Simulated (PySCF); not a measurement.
Computed IR spectrum (relative IR intensity) of a molecule C3H4ClF. Coordinates come from a PBE0-D3(BJ)/def2-SVP optimisation. The values are those of a single conformer. These are PySCF 2.14.0 with PBE0-D3(BJ)/def2-SVP values and carry that method's errors. Frequencies are harmonic and unscaled.

ν (cm⁻¹): 244 (w), 435 (w), 480 (vw), 777 (w), 857 (w), 993 (w), 1132 (vs), 1209 (vs), 1404 (w), 1446 (w), 1781 (m), 3061 (w), 3147 (vw), 3247 (vw) (against the strongest line: vs over 80 %, s over 45 %, m over 15 %, w over 4 %, vw less)

### Question
Which molecule gave these data?
A) C/C(Cl)=C\F
B) C/C(F)=C\Cl
C) F[C@@H]1C[C@H]1Cl
D) C/C=C(\F)Cl

### Answer
A, C/C(Cl)=C\F
